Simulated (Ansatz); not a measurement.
Ansatz (a quantum-chemistry and plane-wave program) input file for SiCl2FI, SMILES [Si](Cl)(I)(F)Cl, CAM-B3LYP/def2-SVPD. Geometry optimised at PBE0-D3(BJ)/def2-SVP. The structure was generated by enumeration, and PubChem lists no compound with its InChIKey, so it may never have been made. The def2 effective core potentials stand for the cores of I; spin–orbit coupling is left out.

Ansatz 0.2 input:
```yaml
crystal:
  periodic: [false, false, false]
  atoms:
    - {symbol: F, position_ang: [-1.12675948, -1.87203288, 0.00000001]}
    - {symbol: Si, position_ang: [-0.85458797, -0.28869105, -0.00000000]}
    - {symbol: Cl, position_ang: [-1.72382157, 0.49145850, 1.66451671]}
    - {symbol: Cl, position_ang: [-1.72382156, 0.49145849, -1.66451672]}
    - {symbol: I, position_ang: [1.52292453, 0.07887513, 0.00000000]}
basis:
  gaussian:
    orbitals: def2-SVPD
hamiltonian:
  xc: {name: CAM-B3LYP}
```

Output:

```
WARN ansatz: RAYON_NUM_THREADS=1 ignored (pool sized by the plan → 1); use --threads N
Functional definition: CAM-B3LYP
integrals: 0.12 GiB planned
1383 factors; integrals over basis functions are off by at most 4.5e-4 eV
integrals: 0.23 GiB planned
478 factors; integrals over basis functions are off by at most 3.1e-5 eV
mean field: 1.07 GiB planned
mean field evaluation 1: about -43732.0517 eV, gradient 3.6e1 eV
mean field evaluation 2: about -43730.5671 eV, gradient 4.9e1 eV
mean field evaluation 4: about -43734.4524 eV, gradient 1.3e0 eV
mean field evaluation 8: about -43734.4690 eV, gradient 6.4e-2 eV
mean field evaluation 16: about -43734.4690 eV, gradient 6.2e-5 eV
mean field -43734.46901155 eV, -1607.2120918868 hartree, gradient 6.2e-5 eV, S^2 0.000000; 0 other end points of the search recorded, 0 dependent functions left out
reference -43734.46914560 eV, -1607.2120968131 hartree; 41, 41 occupied and 95, 95 virtual orbitals, 1383 factors
Total energy: -43734.46914560 eV, -1607.2120968131 hartree
```

The calculation finished and met its thresholds.
